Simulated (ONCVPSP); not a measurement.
Tl, ONCV: configuration errors across variants

```
Element                 : Tl
Generator               : ONCVPSP 4.0.1
Type                    : optimised norm-conserving Vanderbilt (ONCV)
Functional              : PBE
Relativity              : scalar-relativistic
Frozen core             : [Kr] 4d10 4f14
Valence charge          : 21
Reference configuration : 5s2 5p6 5d10 6s1.75 6p1.25
Partial waves           : 5s+6s: rc 1.25 bohr, ncon 4, nbas 9, qcut 9.2 1/bohr, 2 projectors; 5p+6p: rc 1.65 bohr, ncon 5, nbas 9, qcut 6.6 1/bohr, 3 projectors, debl 3.2 Ha; 5d: rc 1.20 bohr, ncon 4, nbas 8, qcut 6.8 1/bohr, 3 projectors, debl 2.6 Ha
Local potential         : polynomial inside 1.15 bohr (lpopt 1, dvloc0 2 Ha)
Core correction         : Teter function fitted to the true core (icmod 2), fcfact 0.5
```

All-electron excitation energies from the reference (eV): (1) 5s2 5p6 5d10 6s2 6p1 -1.809; (2) 5s2 5p6 5d10 6s2 6p0 3.358; (3) 5s2 5p6 5d10 6s1 6p0 24.139; (4) 5s2 5p6 5d9 6s2 6p2 12.907.

2 further variants failed, have other tests or too few solved ones, and are left out.

A true bound ghost makes a file unfit for plane-wave use even where its test errors are small: the radial tests pick states by their node count and pass the ghost by.

Errors AE − PS in meV (a dash: test not solved or not reliable):

```tsv
change	(1)	(2)	(3)	(4)	bound ghosts	GHOST(+) flags above zero
base	+1.0	-1.4	-12	-2.2	d	s, d
s: rc 1.3	+0.3	-2.0	-9.7	-2.9	d	s, d
s: rc 1.62	+0.4	-1.9	-11	-3.9	d	s, d
s: rc 1.74	+0.4	-1.9	-12	-4.3	d	d
```

(1) Give the same row for: s: rc 1.44.

Answers

(1) +0.4, -1.9, -10, -3.3; bound ghosts: d; GHOST(+) flags above zero: s, d.
